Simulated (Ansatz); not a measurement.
Ansatz (a program for electronic structure) input:

Ansatz 0.2 input:
```yaml
crystal:
  periodic: [false, false, false]
  atoms:
    - {symbol: Na, position_ang: [-0.49385594, -0.37684824, -0.64049570]}
    - {symbol: F, position_ang: [0.50392900, 0.38730280, 0.62932992]}
basis:
  gaussian:
    orbitals: def2-TZVP
hamiltonian:
  xc: b3lyp
  dispersion: d3bj
total_charge: 1
magnetization: {spin_polarized: true, initial_magnetization: 1}
relax: {f_tol: 0.002, max_steps: 150}
```

Q: What final total energy does it print?

A: -261.86930 Eh (B3LYP-D3(BJ)/def2-TZVP). The basis has 63 functions.
